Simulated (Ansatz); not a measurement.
Geometry optimisation of Sn9AsH16, a doped cluster cut from the lattice of tin (As on a surface site).

```yaml
crystal:
  periodic: [false, false, false]
  atoms:
    - {symbol: Sn, position_ang: [-1.649471, 1.561461, -1.655540]}
    - {symbol: Sn, position_ang: [1.561854, -1.652650, -1.648668]}
    - {symbol: Sn, position_ang: [-1.651338, -1.648725, 1.559772]}
    - {symbol: As, position_ang: [1.423772, 1.435131, 1.426006]}
    - {symbol: Sn, position_ang: [-3.290731, 0.010810, 0.005434]}
    - {symbol: Sn, position_ang: [0.012006, -3.292604, 0.014408]}
    - {symbol: Sn, position_ang: [0.012530, 0.006902, -3.292614]}
    - {symbol: Sn, position_ang: [-0.016961, 3.144756, -0.016122]}
    - {symbol: Sn, position_ang: [3.136136, -0.008811, -0.010003]}
    - {symbol: Sn, position_ang: [-0.009815, -0.012400, 3.137657]}
    - {symbol: H, position_ang: [-2.556646, 2.704212, -2.563856]}
    - {symbol: H, position_ang: [2.710008, -2.557493, -2.552556]}
    - {symbol: H, position_ang: [-2.560062, -2.550667, 2.706257]}
    - {symbol: H, position_ang: [2.297366, 2.308728, 2.300306]}
    - {symbol: H, position_ang: [-4.282048, -0.978000, -0.981243]}
    - {symbol: H, position_ang: [-4.254736, 1.011441, 1.006649]}
    - {symbol: H, position_ang: [-0.971643, -4.288846, -0.972182]}
    - {symbol: H, position_ang: [1.015324, -4.250199, 1.019124]}
    - {symbol: H, position_ang: [-0.975730, -0.980834, -4.283345]}
    - {symbol: H, position_ang: [1.015845, 1.005615, -4.256382]}
    - {symbol: H, position_ang: [1.216692, 4.063256, -0.770036]}
    - {symbol: H, position_ang: [-0.777153, 4.057776, 1.217729]}
    - {symbol: H, position_ang: [4.053915, 1.221445, -0.770338]}
    - {symbol: H, position_ang: [4.049638, -0.762777, 1.227359]}
    - {symbol: H, position_ang: [-0.763080, 1.216534, 4.062858]}
    - {symbol: H, position_ang: [1.230327, -0.771461, 4.043326]}
basis:
  gaussian: {orbitals: def2-SVP}
magnetization: {spin_polarized: true, initial_magnetization: 1}
hamiltonian: {xc: r2scan, dispersion: d4}
scf: {lower_state_search: "off"}
output: {orbitals: {seedname: orbitals}}
relax: {f_tol: 0.03, max_steps: 70}
```

```sh
$ ansatz run in.yaml --threads 2 --pin off --events-out ev --progress --plain --max-ram 32768MiB --backend cuda --devices 0, --max-vram 18GiB
```

Shortened log:

```
Functional definition: r2SCAN
mean field -113598.35536050 eV, -4174.6625597674 hartree, gradient 6.4e-6 eV, S^2 0.756460; 0 other end points of the search recorded, 0 dependent functions left out
relax step   1: F+E_penalty+E_count = -113598.74528362 eV  Δ(F+E_penalty+E_count) = +0.000e0 eV  max|allowed force component| = 3.003e-1 eV/Å  Δτ_max = 0.0000 Å  (24 SCF iters, accepted)
mean field -113598.44809792 eV, -4174.6659678050 hartree, gradient 2.1e-6 eV, S^2 0.760503; 0 other end points of the search recorded, 0 dependent functions left out
relax step   2: F+E_penalty+E_count = -113598.83046042 eV  Δ(F+E_penalty+E_count) = -8.518e-2 eV  max|allowed force component| = 7.900e-1 eV/Å  Δτ_max = 0.1946 Å  (30 SCF iters, accepted)
mean field -113598.84784809 eV, -4174.6806583525 hartree, gradient 2.3e-6 eV, S^2 0.759813; 0 other end points of the search recorded, 0 dependent functions left out
relax step   3: F+E_penalty+E_count = -113599.23249967 eV  Δ(F+E_penalty+E_count) = -4.020e-1 eV  max|allowed force component| = 4.244e-1 eV/Å  Δτ_max = 0.1934 Å  (26 SCF iters, accepted)
mean field -113598.93691997 eV, -4174.6839316841 hartree, gradient 5.3e-6 eV, S^2 0.760864; 0 other end points of the search recorded, 0 dependent functions left out
relax step   4: F+E_penalty+E_count = -113599.32246414 eV  Δ(F+E_penalty+E_count) = -8.996e-2 eV  max|allowed force component| = 2.400e-1 eV/Å  Δτ_max = 0.2000 Å  (22 SCF iters, accepted)
mean field -113598.97754675 eV, -4174.6854246905 hartree, gradient 2.2e-6 eV, S^2 0.760636; 0 other end points of the search recorded, 0 dependent functions left out
relax step   5: F+E_penalty+E_count = -113599.36173319 eV  Δ(F+E_penalty+E_count) = -3.927e-2 eV  max|allowed force component| = 3.723e-1 eV/Å  Δτ_max = 0.1165 Å  (25 SCF iters, accepted)
mean field -113599.04154780 eV, -4174.6877766857 hartree, gradient 1.7e-6 eV, S^2 0.758591; 0 other end points of the search recorded, 0 dependent functions left out
relax step   6: F+E_penalty+E_count = -113599.42517954 eV  Δ(F+E_penalty+E_count) = -6.345e-2 eV  max|allowed force component| = 2.016e-1 eV/Å  Δτ_max = 0.1633 Å  (26 SCF iters, accepted)
mean field -113599.10043884 eV, -4174.6899408915 hartree, gradient 2.3e-6 eV, S^2 0.757147; 0 other end points of the search recorded, 0 dependent functions left out
relax step   7: F+E_penalty+E_count = -113599.48304245 eV  Δ(F+E_penalty+E_count) = -5.786e-2 eV  max|allowed force component| = 2.515e-1 eV/Å  Δτ_max = 0.1958 Å  (26 SCF iters, accepted)
mean field -113599.14968350 eV, -4174.6917505994 hartree, gradient 3.3e-6 eV, S^2 0.756778; 0 other end points of the search recorded, 0 dependent functions left out
relax step   8: F+E_penalty+E_count = -113599.53280987 eV  Δ(F+E_penalty+E_count) = -4.977e-2 eV  max|allowed force component| = 3.074e-1 eV/Å  Δτ_max = 0.1871 Å  (22 SCF iters, accepted)
mean field -113599.21864059 eV, -4174.6942847258 hartree, gradient 3.5e-6 eV, S^2 0.756343; 0 other end points of the search recorded, 0 dependent functions left out
relax step   9: F+E_penalty+E_count = -113599.60321708 eV  Δ(F+E_penalty+E_count) = -7.041e-2 eV  max|allowed force component| = 1.130e-1 eV/Å  Δτ_max = 0.2000 Å  (21 SCF iters, accepted)
mean field -113599.24422924 eV, -4174.6952250911 hartree, gradient 3.3e-6 eV, S^2 0.756340; 0 other end points of the search recorded, 0 dependent functions left out
relax step  10: F+E_penalty+E_count = -113599.62952114 eV  Δ(F+E_penalty+E_count) = -2.630e-2 eV  max|allowed force component| = 8.720e-2 eV/Å  Δτ_max = 0.2000 Å  (20 SCF iters, accepted)
mean field -113599.25050707 eV, -4174.6954557972 hartree, gradient 1.7e-6 eV, S^2 0.755807; 0 other end points of the search recorded, 0 dependent functions left out
relax step  11: F+E_penalty+E_count = -113599.63726109 eV  Δ(F+E_penalty+E_count) = -7.740e-3 eV  max|allowed force component| = 1.879e-1 eV/Å  Δτ_max = 0.1424 Å  (22 SCF iters, accepted)
mean field -113599.25837375 eV, -4174.6957448926 hartree, gradient 2.2e-6 eV, S^2 0.756334; 0 other end points of the search recorded, 0 dependent functions left out
relax step  12: F+E_penalty+E_count = -113599.64458024 eV  Δ(F+E_penalty+E_count) = -7.319e-3 eV  max|allowed force component| = 1.447e-1 eV/Å  Δτ_max = 0.1590 Å  (21 SCF iters, accepted)
mean field -113599.26853695 eV, -4174.6961183830 hartree, gradient 1.8e-6 eV, S^2 0.756284; 0 other end points of the search recorded, 0 dependent functions left out
relax step  13: F+E_penalty+E_count = -113599.65450650 eV  Δ(F+E_penalty+E_count) = -9.926e-3 eV  max|allowed force component| = 7.164e-2 eV/Å  Δτ_max = 0.0832 Å  (21 SCF iters, accepted)
mean field -113599.27004526 eV, -4174.6961738126 hartree, gradient 1.6e-6 eV, S^2 0.756188; 0 other end points of the search recorded, 0 dependent functions left out
relax step  14: F+E_penalty+E_count = -113599.65615183 eV  Δ(F+E_penalty+E_count) = -1.645e-3 eV  max|allowed force component| = 2.555e-2 eV/Å  Δτ_max = 0.0257 Å  (22 SCF iters, accepted)
Total energy: -113599.65618377 eV, -4174.7103641412 hartree
Atom 0 at    -1.537684     1.740599    -1.677756 Å, force     0.007526    -0.005410    -0.000653 eV/Å
Atom 1 at     1.575319    -1.616020    -1.548456 Å, force     0.023923     0.003686     0.011795 eV/Å
Atom 2 at    -1.560303    -1.709798     1.633108 Å, force     0.001555     0.003081     0.008614 eV/Å
Atom 3 at     1.135957     1.493919     1.548872 Å, force     0.005146     0.008314     0.022479 eV/Å
Atom 4 at    -3.008657     0.164180     0.125020 Å, force    -0.006138     0.001474    -0.005825 eV/Å
Atom 5 at    -0.037352    -3.343166    -0.050964 Å, force    -0.000602     0.004934    -0.002299 eV/Å
Atom 6 at     0.035524     0.013537    -3.224878 Å, force     0.004845     0.003860     0.002068 eV/Å
Atom 7 at     0.127709     3.684831    -0.502650 Å, force    -0.020886     0.019110    -0.001133 eV/Å
Atom 8 at     2.920098     0.008163     0.296261 Å, force    -0.011627    -0.016021    -0.017910 eV/Å
Atom 9 at     0.240586    -0.330414     3.268413 Å, force    -0.011874    -0.013140    -0.025555 eV/Å
Atom 10 at    -2.713787     2.413673    -2.754597 Å, force    -0.002434     0.002855    -0.002237 eV/Å
Atom 11 at     2.778354    -2.494461    -2.419465 Å, force    -0.003110    -0.005118    -0.002856 eV/Å
Atom 12 at    -2.644382    -2.645497     2.595388 Å, force    -0.003703    -0.004602    -0.003460 eV/Å
Atom 13 at     2.160548     2.161855     2.458556 Å, force     0.000992     0.013795     0.008741 eV/Å
Atom 14 at    -4.176677    -0.729323    -0.777915 Å, force    -0.004843     0.004403     0.008675 eV/Å
Atom 15 at    -3.891704     1.161406     1.218047 Å, force     0.009101     0.003255    -0.000847 eV/Å
Atom 16 at    -1.044380    -4.288114    -1.076637 Å, force    -0.000029     0.001810    -0.003134 eV/Å
Atom 17 at     0.931682    -4.426868     0.870363 Å, force    -0.003068    -0.002582    -0.000061 eV/Å
Atom 18 at    -0.904335    -0.994066    -4.257614 Å, force     0.001606    -0.006531     0.006097 eV/Å
Atom 19 at     1.115597     0.901715    -4.230610 Å, force    -0.003353    -0.000803    -0.004634 eV/Å
Atom 20 at     0.524462     4.872311    -1.727451 Å, force    -0.000123    -0.010066     0.014263 eV/Å
Atom 21 at    -0.833183     4.521929     0.674668 Å, force     0.009152    -0.013886    -0.014522 eV/Å
Atom 22 at     4.013373     1.109567    -0.445710 Å, force    -0.009053     0.004787     0.000064 eV/Å
Atom 23 at     3.790893    -0.891885     1.477507 Å, force     0.006284    -0.002847     0.000641 eV/Å
Atom 24 at    -0.521615     0.518577     4.554496 Å, force     0.001091     0.010903    -0.000227 eV/Å
Atom 25 at     1.499955    -1.304050     3.928007 Å, force     0.009620    -0.005262     0.001915 eV/Å
Dipole moment:     0.185189    -0.218509     0.198460 e Å
Checks for a lower state left out: stability, starts, cluster_reference, orbital_swaps, neighbouring_geometries, increment
```

Run time 84 s (2 threads of AMD EPYC 7R13 on a shared host and a share (18 GiB) of an NVIDIA H100 80GB HBM3), peak host memory 1.1 GiB.

In the def2 sets Sn takes a core potential; there is no spin–orbit coupling.
